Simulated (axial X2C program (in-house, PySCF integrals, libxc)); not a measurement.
**CrF: properties at the nuclei**

Computed with an axial X2C code built on PySCF integrals: two-component X2C with atomic mean-field Coulomb and Gaunt terms, Gaussian nuclei, basis Cr dyall-cv3z, F dyall-av3z with contracted cores.

R = 1.783 Å (near the PBE0 minimum at charge 0 of the determinant lowest at the starting distance; the state shown can have its own minimum elsewhere).

Determinant lowest in the PBE0 search, Ω = 5/2 (⟨Sz⟩ = 2.50, ⟨Lz⟩ = 0.00 at PBE0), spin on the atoms Cr 2.48, F 0.02:

| level | Eeff magnitude (GV/cm) | Ws magnitude Cr (kHz) | A∥/gI Cr (MHz) | qzz Cr (a.u.) | A∥/gI F (MHz) | qzz F (a.u.) | μ (D) |
| --- | --- | --- | --- | --- | --- | --- | --- |
| PBE0 | 0.104 | 0.0255 | 358 | 0.12 | -6.57 | 0.82 | -4.04 |
| HF | 0.645 | 0.107 | 301 | -0.06 | 1.17 | 0.42 | -3.14 |
| PBE | 0.0423 | 0.0167 | 368 | 0.20 | -6.64 | 0.91 | -3.55 |
| PBE50 | 0.232 | 0.0443 | 358 | 0.06 | -5.51 | 0.73 | -4.22 |
| TPSSh | 0.0816 | 0.0224 | 358 | 0.13 | -5.77 | 0.86 | -3.83 |

Determinant 1.20 eV from it at PBE0 and this distance, Ω = 3/2 (⟨Sz⟩ = 2.50, ⟨Lz⟩ = -1.00 at PBE0), spin on the atoms Cr 2.51, F -0.01:

```tsv
level	Eeff magnitude (GV/cm)	Ws magnitude Cr (kHz)	A∥/gI Cr (MHz)	qzz Cr (a.u.)	A∥/gI F (MHz)	qzz F (a.u.)	μ (D)
PBE0	0.487	0.149	557	-1.16	-8.53	-0.08	-1.58
HF	0.481	0.147	343	-1.43	6.05	-0.04	-2.13
PBE	0.44	0.136	624	-1.10	-22.4	-0.18	-1.05
PBE50	0.52	0.157	494	-1.24	1.52	-0.01	-1.91
TPSSh	0.465	0.143	577	-1.15	-14.4	-0.12	-1.29
```

Eeff is the effective electric field on the electron electric dipole moment in this Ω state and Ws the scalar–pseudoscalar constant of the nucleus named (defined with the proton number Z and per Ω); A∥ (defined per Ω) follows by multiplying with gI = μI/(I μN); qzz is the electric field gradient, eQq0 = 234.96 MHz × Q/barn × qzz; μ is positive if the F end (last atom) is positive. The operators were transformed with the bare-nucleus X2C matrices; with these basis sets, hyperfine constants and field gradients can be off by tens of per cent, and where levels differ in sign neither size nor sign is settled.

With gI(53Cr) = -0.3164 (g factors from the IAEA table of nuclear moments by Stone), turn the PBE0 values of the first state into constants in MHz.

A∥(53Cr) = 358 × -0.3164 = -113 MHz.

Each state is one determinant with collinear spin, which with several unpaired electrons need not be a pure state. Unrestricted Hartree–Fock can overshoot spin polarisation at the nuclei. This is the top spin component of a Σ state; components of lower Ω are not single determinants and can lie lower. With several open shells hyperfine constants can be off by a factor of several. Where Eeff spreads by more than a factor of two the levels disagree and none is to be relied on. The search compared states at one distance, so a state with another bond length can lie lower. Further determinants of the search, some of them spin-mixed, are not shown. Where a field gradient or hyperfine factor spreads by more than a factor of two over the levels, a constant derived from it is not to be relied on. PBE0 term energies can be off by some tenths of an eV.
